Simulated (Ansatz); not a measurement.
A run for Ansatz (a first-principles code): U-PBE0/def2-TZVPP on LiCl-, 2S+1 = 2, a spin state set in the input, which need not be the lowest. Charge -1.

Ansatz 0.2 input:
```yaml
crystal:
  periodic: [false, false, false]
  atoms:
    - {symbol: Li, position_ang: [0.00000000, 0.00000000, 0.00000000]}
    - {symbol: Cl, position_ang: [0.00000000, 0.00000000, 2.18500000]}
basis:
  gaussian:
    orbitals: def2-TZVPP
hamiltonian:
  xc: {name: PBE0}
total_charge: -1
magnetization: {spin_polarized: true, initial_magnetization: 1}
relax: {f_tol: 0.002, max_steps: 120}
```

It printed:

```
WARN ansatz: RAYON_NUM_THREADS=1 ignored (pool sized by the plan → 1); use --threads N
Functional definition: PBE0
integrals: 0.01 GiB planned
470 factors; their error is unknown
mean field: 0.16 GiB planned
mean field evaluation 1: about -12722.8317 eV, gradient 2.1e1 eV
mean field evaluation 2: about -12723.2670 eV, gradient 2.3e1 eV
mean field evaluation 4: about -12725.4777 eV, gradient 4.1e-1 eV
mean field evaluation 8: about -12725.5141 eV, gradient 8.8e-3 eV
mean field -12725.51405818 eV, -467.6540159748 hartree, gradient 4.7e-5 eV, S^2 0.750166; 0 other end points of the search recorded, 0 dependent functions left out
the calculation of the forces begins
reference -12725.51408806 eV, -467.6540170730 hartree; 11, 10 occupied and 50, 51 virtual orbitals, 470 factors
relax step   1: F+E_penalty+E_count = -12725.51405818 eV  Δ(F+E_penalty+E_count) = +0.000e0 eV  max|allowed force component| = 2.411e-1 eV/Å  Δτ_max = 0.0000 Å  (24 SCF iters, accepted)
these checks for a lower state are left out or cut short: starts, cluster_reference, orbital_swaps, neighbouring_geometries, increment
integrals: 0.01 GiB planned
470 factors; their error is unknown
mean field: 0.16 GiB planned
mean field evaluation 16: about -12725.4844 eV, gradient 1.1e-3 eV
mean field -12725.51874795 eV, -467.6541883209 hartree, gradient 4.4e-5 eV, S^2 0.750167; 0 other end points of the search recorded, 0 dependent functions left out
the calculation of the forces begins
reference -12725.51877769 eV, -467.6541894136 hartree; 11, 10 occupied and 50, 51 virtual orbitals, 470 factors
relax step   2: F+E_penalty+E_count = -12725.51874795 eV  Δ(F+E_penalty+E_count) = -4.690e-3 eV  max|allowed force component| = 1.241e-1 eV/Å  Δτ_max = 0.0128 Å  (25 SCF iters, accepted)
these checks for a lower state are left out or cut short: starts, cluster_reference, orbital_swaps, neighbouring_geometries, increment
integrals: 0.01 GiB planned
470 factors; their error is unknown
mean field: 0.16 GiB planned
mean field -12725.52027470 eV, -467.6542444276 hartree, gradient 6.5e-5 eV, S^2 0.750167; 0 other end points of the search recorded, 0 dependent functions left out
the calculation of the forces begins
reference -12725.52030429 eV, -467.6542455151 hartree; 11, 10 occupied and 50, 51 virtual orbitals, 470 factors
relax step   3: F+E_penalty+E_count = -12725.52027470 eV  Δ(F+E_penalty+E_count) = -1.527e-3 eV  max|allowed force component| = 7.115e-3 eV/Å  Δτ_max = 0.0128 Å  (25 SCF iters, accepted)
these checks for a lower state are left out or cut short: starts, cluster_reference, orbital_swaps, neighbouring_geometries, increment
integrals: 0.01 GiB planned
470 factors; their error is unknown
mean field: 0.16 GiB planned
mean field -12725.52027833 eV, -467.6542445610 hartree, gradient 4.7e-5 eV, S^2 0.750167; 0 other end points of the search recorded, 0 dependent functions left out
the calculation of the forces begins
reference -12725.52030793 eV, -467.6542456489 hartree; 11, 10 occupied and 50, 51 virtual orbitals, 470 factors
relax step   4: F+E_penalty+E_count = -12725.52027833 eV  Δ(F+E_penalty+E_count) = -3.629e-6 eV  max|allowed force component| = 3.361e-3 eV/Å  Δτ_max = 0.0010 Å  (19 SCF iters, accepted)
these checks for a lower state are left out or cut short: starts, cluster_reference, orbital_swaps, neighbouring_geometries, increment
integrals: 0.01 GiB planned
470 factors; their error is unknown
mean field: 0.16 GiB planned
mean field evaluation 32: about -12725.4860 eV, gradient 3.3e-2 eV
mean field -12725.52027938 eV, -467.6542445997 hartree, gradient 2.1e-5 eV, S^2 0.750167; 0 other end points of the search recorded, 0 dependent functions left out
the calculation of the forces begins
reference -12725.52030898 eV, -467.6542456874 hartree; 11, 10 occupied and 50, 51 virtual orbitals, 470 factors
relax step   5: F+E_penalty+E_count = -12725.52027938 eV  Δ(F+E_penalty+E_count) = -1.053e-6 eV  max|allowed force component| = 1.369e-6 eV/Å  Δτ_max = 0.0003 Å  (19 SCF iters, accepted)
integrals: 0.01 GiB planned
470 factors; their error is unknown
mean field: 0.16 GiB planned
mean field -12725.52027938 eV, -467.6542445997 hartree, gradient 2.1e-5 eV, S^2 0.750167; 1 other end points of the search recorded, 0 dependent functions left out
the calculation of the forces begins
reference -12725.52030898 eV, -467.6542456874 hartree; 11, 10 occupied and 50, 51 virtual orbitals, 470 factors
Total energy: -12725.52030898 eV, -467.6542456874 hartree
Atom 0 at    -0.000000     0.000000     0.024896 Å, force     0.000000     0.000000    -0.000001 eV/Å
Atom 1 at     0.000000    -0.000000     2.160104 Å, force    -0.000000    -0.000000     0.000001 eV/Å
Dipole moment:     0.000000    -0.000000     1.136468 e Å
```

The run converged.

Cost: very roughly 5 core-seconds.
